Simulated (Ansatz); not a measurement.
GaICl2⁺, that is GaCl2I with one electron fewer. Total charge 1; doublet. Geometry PBE0-D4/def2-SVP; atoms count from 1.

Cartesian coordinates in Å:
```
Ga -0.224 -0.212 -0.136
Cl -2.120 0.619 0.092
Cl 0.815 -1.854 -0.886
I 1.529 1.447 0.930
```

In the def2 sets I takes a core potential; there is no spin–orbit coupling.

Estimate the Mulliken populations from the PBE0/def2-TZVP orbitals of Ansatz.


| atom | charge (e) | spin (α − β) |
| --- | --- | --- |
| Ga1 | 0.66 | -0.04 |
| Cl2 | -0.04 | 0.02 |
| Cl3 | -0.04 | 0.02 |
| I4 | 0.42 | 0.99 |
Mulliken values depend strongly on the basis.

Where does the spin sit?

Summed by element: Ga -0.04, Cl 0.05, I 0.99, of 1 unpaired in all. Largest on single atoms: I4 0.99, Ga1 -0.04, Cl3 0.02.

And the Mayer bond orders between heavy atoms (over 0.3)?

Ga1–Cl2 1.33 (2.08 Å); Ga1–Cl3 1.33 (2.08 Å); Ga1–I4 0.69 (2.64 Å).
